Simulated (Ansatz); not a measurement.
`O[SiH](F)[SiH2]I`, relaxed with RKS PBE-D4/def2-SVP in Ansatz from a rough embedded geometry. The force threshold is 0.03 eV/Å; the program also tests the step.

Charge 0, multiplicity 1. I takes the def2 core potential.

Start:

```xyz
9

O    -0.655   -1.684    0.867
Si    0.338   -0.400    0.822
F    -0.127    0.566    2.032
Si    0.317    0.709   -1.135
I    -2.004    1.537   -1.649
H    -1.504   -1.566    1.422
H     1.721   -0.935    1.108
H     1.184    1.916   -1.119
H     0.730   -0.143   -2.347
```

```json
{"step": "1", "energy (eV)": "-28666.6216", "largest force (eV/Å)": "2.570", "largest move (Å)": "0.000"}
{"step": "2", "energy (eV)": "-28666.8119", "largest force (eV/Å)": "1.194", "largest move (Å)": "0.139"}
{"step": "3", "energy (eV)": "-28666.8549", "largest force (eV/Å)": "0.329", "largest move (Å)": "0.091"}
{"step": "4", "energy (eV)": "-28666.8928", "largest force (eV/Å)": "0.207", "largest move (Å)": "0.182"}
{"step": "5 (rejected)", "energy (eV)": "-28666.8765", "largest force (eV/Å)": "1.501", "largest move (Å)": "0.195"}
{"step": "6", "energy (eV)": "-28666.9153", "largest force (eV/Å)": "0.197", "largest move (Å)": "0.098"}
{"step": "7", "energy (eV)": "-28666.9290", "largest force (eV/Å)": "0.372", "largest move (Å)": "0.098"}
{"step": "8", "energy (eV)": "-28666.9464", "largest force (eV/Å)": "0.098", "largest move (Å)": "0.146"}
{"step": "9", "energy (eV)": "-28666.9489", "largest force (eV/Å)": "0.052", "largest move (Å)": "0.016"}
{"step": "10", "energy (eV)": "-28666.9529", "largest force (eV/Å)": "0.337", "largest move (Å)": "0.197"}
{"step": "11 (rejected)", "energy (eV)": "-28666.9278", "largest force (eV/Å)": "0.726", "largest move (Å)": "0.166"}
{"step": "12", "energy (eV)": "-28666.9638", "largest force (eV/Å)": "0.088", "largest move (Å)": "0.052"}
{"step": "13", "energy (eV)": "-28666.9658", "largest force (eV/Å)": "0.042", "largest move (Å)": "0.045"}
{"step": "14", "energy (eV)": "-28666.9663", "largest force (eV/Å)": "0.096", "largest move (Å)": "0.069"}
{"step": "15", "energy (eV)": "-28666.9670", "largest force (eV/Å)": "0.027", "largest move (Å)": "0.012"}
```

End:

```xyz
9

O    -0.803   -1.522    1.016
Si    0.452   -0.432    0.958
F     0.314    0.723    2.116
Si    0.327    0.700   -1.109
I    -2.132    0.999   -1.402
H    -1.636   -1.197    0.619
H     1.702   -1.206    1.231
H     0.965    2.059   -1.159
H     0.810   -0.125   -2.269
```

Hardware: 4 threads of a server CPU on a shared host. Wall time 100 s, peak host memory 0.18 GiB.
